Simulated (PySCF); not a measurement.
Job for PySCF: R-BP86/LANL2DZ on F2Sn (SMILES [F][Sn][F]), a point of a bond scan (R = 1.948 Å).

```python
from pyscf import gto, scf, dft, mp
from pyscf.data.elements import chemcore

mol = gto.M(
    atom='''
    Sn    0.02632264   -0.01583816    0.34295287
    F     0.65456357    1.29847347   -0.95056458
    F    -0.80080048   -1.21048367   -0.95472913
    ''',
    basis='lanl2dz',
    ecp={'Sn': 'lanl2dz'},
    charge=0, spin=0, verbose=3, max_memory=1800)
mf = dft.RKS(mol, xc='b88,p86')
mf.conv_tol = 1e-8
mf.max_cycle = 100
mf.kernel()
if not mf.converged:
    mf = mf.newton().run(mf.mo_coeff, mf.mo_occ)
```

It printed:

```
converged SCF energy = -203.200471432696
```

The calculation finished and met its thresholds.

Cost: very roughly 2.0 core-seconds.
